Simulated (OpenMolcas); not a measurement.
Computed levels of 5s2 5p3 in ions with 51 electrons, in cm-1 above 4S* 3/2.

| Quantity | Value |
| --- | --- |
| Program | OpenMolcas |
| Method | CASSCF |
| Basis | ANO-RCC-VQZP |
| Scalar Hamiltonian | DKH2, point nucleus |
| Spin-orbit coupling | RASSI with atomic mean-field integrals over the reference wave functions, term energies averaged over their components |

Active space for each ion: 5 electrons in 8 orbitals (5s 5p 6s 6p).

```
  Level    Te+   Xe3+
2D* 3/2  13685  16785
2D* 5/2  16005  21385
2P* 1/2  22075  29564
2P* 3/2  25069  36247
```

Estimate 2D* 3/2, 2D* 5/2 for I2+ from its neighbours Te+ and Xe3+.

2D* 3/2 is another term, which grows about linearly with the charge: (13685 + 16785) / 2 = 15235. The calculation gives 16333, so the estimate is off by -6.7 %.
2D* 5/2 is another term, which grows about linearly with the charge: (16005 + 21385) / 2 = 18695. The calculation gives 19739, so the estimate is off by -5.3 %.

Mixed levels, with the weight of the term that names them: I2+ 2P* 3/2 (75 %), Xe3+ 2D* 3/2 (74 %), Xe3+ 2P* 3/2 (72 %).

Active for correlation alone: 6p 6s; no level in the range computed is led by a configuration that fills them, so any true level of that kind is missing (holds for Te+; Xe3+). The run also gave levels led by 5s2 5p2 6p, which use shells meant for correlation; these and all levels above them are left out (holds for I2+). Levels of configurations outside the active space are missing.

* marks odd parity.
